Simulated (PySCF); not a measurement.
1,1-difluoroethane cation (C₂H₄F₂), SMILES CC(F)F (connectivity only; charge and spin as stated), charge +1, multiplicity 2.

Geometry: PBE0-D3(BJ)/def2-SVP. The multiplicity is an assumed one; other spin states were not compared.

These are TDA-PBE/def2-SVPD (PySCF) values and carry that method's errors.

Vertical excitations. 

```
state    energy (eV)  λ (nm)      f                                                main pairs
-------  -----------  ------  -----  --------------------------------------------------------
root 1          2.93     423  0.000                                          β HOMO→LUMO 97 %
root 2          3.12     397  0.000                                        β HOMO−1→LUMO 99 %
root 3          3.73     332  0.000                                        β HOMO−3→LUMO 93 %
root 4          3.77     329  0.023                                        β HOMO−2→LUMO 98 %
root 5          5.00     248  0.045                                        β HOMO−4→LUMO 87 %
root 6          6.60     188  0.084                                        β HOMO−5→LUMO 93 %
root 7          7.86     158  0.001                                       β HOMO−7→LUMO 100 %
root 8          8.05     154  0.019                                        β HOMO−6→LUMO 96 %
root 9          9.21     135  0.042  α HOMO→LUMO 64 %, α HOMO→LUMO+1 15 %, β HOMO−8→LUMO 17 %
root 10         9.69     128  0.041                    α HOMO→LUMO+1 33 %, β HOMO−8→LUMO 61 %
```
Unrestricted roots are not spin-pure.
